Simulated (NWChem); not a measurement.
System meant: BH$_{3}$O; SMILES BO

Here is an NWChem input.

```
start job
memory heap 200 mb stack 900 mb global 1100 mb
geometry units angstroms noautoz
  B      0.017697     0.699258     0.000000
  H      1.049642     1.304151     0.000000
  H     -1.052382     1.246493     0.000000
  O      0.101441    -0.645704     0.000000
  H     -0.754031    -1.082859     0.000000
end
basis spherical
  * library def2-svp
end
dft
  xc b3lyp
  iterations 4
  mulliken
end
task dft energy
```

End of the output:

```
    Atom       Charge   Shell Charges
 -----------   ------   -------------------------------------------------------
    1 B    5     5.05   1.97  0.54  0.29  1.38  0.63  0.24
    2 H    1     1.05   0.65  0.36  0.03
    3 H    1     1.06   0.65  0.37  0.03
    4 O    8     7.95   1.97  0.85  0.55  2.70  1.85  0.02
    5 H    1     0.90   0.56  0.16  0.18

 center of mass
 --------------
 x =   0.04948961 y =  -0.04855541 z =   0.00000000

 moments of inertia (a.u.)
 ------------------
          58.814232072856           0.000000000000           0.000000000000
           0.000000000000          10.465163895452           0.000000000000
           0.000000000000           0.000000000000          69.279395968308

     Multipole analysis of the density
     ---------------------------------

     L   x y z        total         alpha         beta         nuclear
     -   - - -        -----         -----         ----         -------
     0   0 0 0     -0.000000     -8.000000     -8.000000     16.000000

     1   1 0 0     -0.590546     -0.295273     -0.295273     -0.000000
     1   0 1 0     -0.331550     -0.165775     -0.165775     -0.000000
     1   0 0 1     -0.000000     -0.000000     -0.000000      0.000000

     2   2 0 0     -9.602356     -9.907539     -9.907539     10.212721
     2   1 1 0      1.500120      0.021243      0.021243      1.457635
     2   1 0 1      0.000000      0.000000      0.000000      0.000000
     2   0 2 0     -9.820052    -23.132182    -23.132182     36.444312
     2   0 1 1     -0.000000     -0.000000     -0.000000      0.000000
     2   0 0 2     -9.320293     -4.660146     -4.660146      0.000000

 ------------------------------------------------------------------------
 dft energy failed                                                                                  0
 ------------------------------------------------------------------------
 ------------------------------------------------------------------------
  current input line :
    18: task dft energy
 ------------------------------------------------------------------------
 ------------------------------------------------------------------------
 This type of error is most commonly associated with calculations not reaching convergence criteria
 ------------------------------------------------------------------------
 For more information see the NWChem manual at https://nwchemgit.github.io

0:dft energy failed:Received an Error in Communication
```

### Question
Can this run be used? If not, why, and what is the fix?

### Answer
Convergence was not reached. Cause: the SCF was allowed too few iterations. This input runs:
```
start job
memory heap 200 mb stack 900 mb global 1100 mb
geometry units angstroms noautoz
  B      0.017697     0.699258     0.000000
  H      1.049642     1.304151     0.000000
  H     -1.052382     1.246493     0.000000
  O      0.101441    -0.645704     0.000000
  H     -0.754031    -1.082859     0.000000
end
basis spherical
  * library def2-svp
end
dft
  xc b3lyp
  iterations 150
  mulliken
end
task dft energy
```
It converges to -101.83562 Ha (B3LYP/def2-SVP).
